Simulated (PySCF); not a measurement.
# What a mistake does to a calculation on AlGeH3O2

All numbers below are calculated, not measured. The program is PySCF 2.14.0, an open-source quantum chemistry code, run on an isolated molecule that a program drew, which may never have been made. The molecule is AlGeH3O2 (charge 0, singlet), drawn as the SMILES string `[OH][GeH2][O][Al]`.

Each row is a Hartree-Fock (HF) and frozen-core CCSD(T) single point in the cc-pV(D+d)Z basis, meant for a local HF minimum. Run 1 is clean. Each other run has one planted mistake out of seven kinds, and not every kind appears here: one electron removed, one electron added, multiplicity raised by two, geometry at a saddle point, minimal basis STO-3G, one bond length entered in bohr, all coordinates scaled. The reference is restricted for singlets and unrestricted otherwise, and also for a bond in bohr. Adding or removing an electron swaps singlet and doublet. Electrons count all cores. HOMO and LUMO are orbital energies over both spins, the gradient is its largest component, and the lowest frequency (negative if imaginary) is given only where the gradient is small. Bond lengths are over the 6 bonds as drawn. T1 is the CCSD diagnostic: over 0.02 (restricted) or 0.045 (unrestricted) a single reference is doubtful. Germanium has the cc-pVDZ-PP basis, with a core potential (ECP10MDF) in place of its 10 inner electrons, and its 3s, 3p and 3d shells are frozen in CCSD(T).

Geometry of the clean run:
```xyz
7
AlGeH3O2, angstrom
O    -0.1325    1.3468    1.2703
Ge   -0.7856   -0.2845    1.0500
O     0.5402   -1.4395    1.0431
Al    1.8539   -2.4929    0.8805
H     0.3484    1.4843    2.0736
H    -1.7101   -0.6449    2.2106
H    -1.4673   -0.2595   -0.3081
```

| run | electrons | basis functions | <S^2> | HOMO (eV) | LUMO (eV) | gradient (hartree/bohr) | lowest frequency (cm^-1) | mean bond (Å) | longest bond (Å) | T1 | HF (hartree) | CCSD(T) (hartree) | mistake |
|---|---|---|---|---|---|---|---|---|---|---|---|---|---|
| 1 | 64 | 89 | 0.000 | -8.53 | 1.71 | 2.5e-05 | 68 | 1.5357 | 1.771 | 0.0163 | -686.86913 | -687.42728 | no fault |
| 2 | 64 | 89 | 0.000 | -8.13 | -0.96 | 4.9e-02 | - | 1.7865 | 3.197 | 0.0400 | -686.69440 | -687.26163 | one bond length entered in bohr |
| 3 | 65 | 89 | 0.774 | 0.82 | 6.73 | 5.0e-02 | - | 1.5357 | 1.771 | 0.0206 | -686.82226 | -687.38641 | ? |
| 4 | 64 | 89 | 0.000 | -8.39 | 1.78 | 4.6e-02 | - | 1.4681 | 1.693 | 0.0147 | -686.85190 | -687.40042 | ? |

**Which mistake was planted in run 3, and what did it cost?**

It counts 65 electrons, one more than the clean run, at the same geometry and basis. So the mistake is: one electron added. Subtracting run 1 and multiplying by 627.51 kcal/mol a hartree, the energy moved by 29.4 kcal/mol in HF and 25.6 kcal/mol in CCSD(T).

**Which mistake was planted in run 4, and what did it cost?**

The mean and the longest bond both change by the same factor, 0.956, and the gradient is no longer small. So the mistake is: all coordinates scaled. Subtracting run 1 and multiplying by 627.51 kcal/mol a hartree, the energy moved by 10.8 kcal/mol in HF and 16.9 kcal/mol in CCSD(T).

Cautions from the logs. Run 3: the HOMO is above zero, so the electron isn't bound and the energy depends on the basis.
